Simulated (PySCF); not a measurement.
**Polarisability and C₆ of Re (rhenium, neutral)**

[Xe] 4f14 5d7, high-spin 4F determinant (an excited configuration). All numbers are calculated (PySCF 2.14, scalar relativity through the core potential, in def2-TZVPPD with the def2 core potential (60 electrons) (6s5p3d2f1g, 59 functions)). Coupled (time-dependent) response in atomic units; α is the mean over directions.

```csv
method,mean α (bohr³),C₆ (like pair),S(−4)
UHF,42.19,259.3,4778
PBE,49.61,311.1,5721
PBE0,46.08,293.9,4408
LC-wPBE,44.55,286.7,3764
```

S(−4) is the Cauchy moment in α(ω) = α(0) + S(−4) ω² + …

Spin-orbit coupling is absent.

α(iu) at PBE:

```csv
u (hartree),α(iu) (bohr³)
0,49.61
0.0500,40.13
0.100,28.93
0.200,18.17
0.300,13.94
0.500,10.24
0.750,7.779
1.00,6.085
1.50,3.901
2.00,2.655
3.00,1.423
5.00,0.5864
```

A single London oscillator, α(iu) = α/(1 + u²/ω²), gives C₆ = (3/4) ω α². Matching the computed C₆ needs ω = 4 × 311.1 / (3 × 49.61²) = 0.169 hartree.

Energies and moments cover only the electrons outside the core potential. Spin-orbit coupling, absent here, splits the open shell strongly.
